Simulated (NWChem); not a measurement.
System meant: C₄H₄ClF; SMILES FC=C=CCCl

Here is an NWChem input.

```
start job
memory heap 200 mb stack 900 mb global 1100 mb
geometry units angstroms noautoz
  F     -0.160522    -3.355661     0.249939
  C      0.580181    -2.278983    -0.016667
  C      0.072912    -1.114045    -0.331648
  C     -0.390277     0.071381    -0.645900
  C     -0.734129     1.125106     0.356697
  Cl     0.169441     2.638820     0.025671
  H      1.656557    -2.468851     0.051527
  H     -0.559412     0.329688    -1.700391
  H     -1.802015     1.382688     0.302267
  H     -0.493749     0.805035     1.378245
end
basis spherical
  F library def2-svp
  C library def2-svp
  Cl library def2-svp
  H library def2-svp
end
dft
  xc pbe0
  iterations 4
  mulliken
end
task dft energy
```

End of the output:

```
    Atom       Charge   Shell Charges
 -----------   ------   -------------------------------------------------------
    1 F    9     9.07   1.98  1.02  0.74  3.21  2.12  0.01
    2 C    6     5.95   1.96  0.59  0.31  1.82  1.08  0.18
    3 C    6     6.07   1.97  0.65  0.30  1.87  1.20  0.08
    4 C    6     6.05   1.97  0.60  0.30  1.88  1.19  0.09
    5 C    6     6.08   1.96  0.62  0.32  1.84  1.23  0.10
    6 Cl  17    16.97   2.00  1.96  1.04  0.79  5.82  2.26  3.06  0.04
    7 H    1     0.96   0.63  0.26  0.07
    8 H    1     0.95   0.62  0.26  0.07
    9 H    1     0.96   0.64  0.25  0.07
   10 H    1     0.96   0.64  0.25  0.07

 center of mass
 --------------
 x =   0.01813412 y =  -0.01432280 z =   0.00758266

 moments of inertia (a.u.)
 ------------------
        2044.256918894897           0.000000000000          -0.000000000000
           0.000000000000         121.921538521043          -0.000000000000
          -0.000000000000          -0.000000000000        2068.971138892563

     Multipole analysis of the density
     ---------------------------------

     L   x y z        total         alpha         beta         nuclear
     -   - - -        -----         -----         ----         -------
     0   0 0 0     -0.000000    -27.000000    -27.000000     54.000000

     1   1 0 0     -0.078122     -0.039061     -0.039061      0.000000
     1   0 1 0     -0.034129     -0.017065     -0.017065     -0.000000
     1   0 0 1     -0.005061     -0.002530     -0.002530     -0.000000

     2   2 0 0    -28.745311    -38.167176    -38.167176     47.589041
     2   1 1 0     -3.535297      5.723477      5.723477    -14.982251
     2   1 0 1      0.297455      0.076777      0.076777      0.143900
     2   0 2 0    -36.116212   -508.845344   -508.845344    981.574475
     2   0 1 1     -0.662190     -0.090238     -0.090238     -0.481715
     2   0 0 2    -29.536788    -31.174737    -31.174737     32.812687

 ------------------------------------------------------------------------
 dft energy failed                                                                                  0
 ------------------------------------------------------------------------
 ------------------------------------------------------------------------
  current input line :
    26: task dft energy
 ------------------------------------------------------------------------
 ------------------------------------------------------------------------
 This type of error is most commonly associated with calculations not reaching convergence criteria
 ------------------------------------------------------------------------
 For more information see the NWChem manual at https://nwchemgit.github.io

0:dft energy failed:Received an Error in Communication
```

Question: What is wrong, and how is it mended?

Answer: The run did not converge; its last values are not results. Cause: the SCF was allowed too few iterations. This input runs:
```
start job
memory heap 200 mb stack 900 mb global 1100 mb
geometry units angstroms noautoz
  F     -0.160522    -3.355661     0.249939
  C      0.580181    -2.278983    -0.016667
  C      0.072912    -1.114045    -0.331648
  C     -0.390277     0.071381    -0.645900
  C     -0.734129     1.125106     0.356697
  Cl     0.169441     2.638820     0.025671
  H      1.656557    -2.468851     0.051527
  H     -0.559412     0.329688    -1.700391
  H     -1.802015     1.382688     0.302267
  H     -0.493749     0.805035     1.378245
end
basis spherical
  F library def2-svp
  C library def2-svp
  Cl library def2-svp
  H library def2-svp
end
dft
  xc pbe0
  iterations 150
  mulliken
end
task dft energy
```
It converges to -714.02697 Ha (PBE0/def2-SVP).
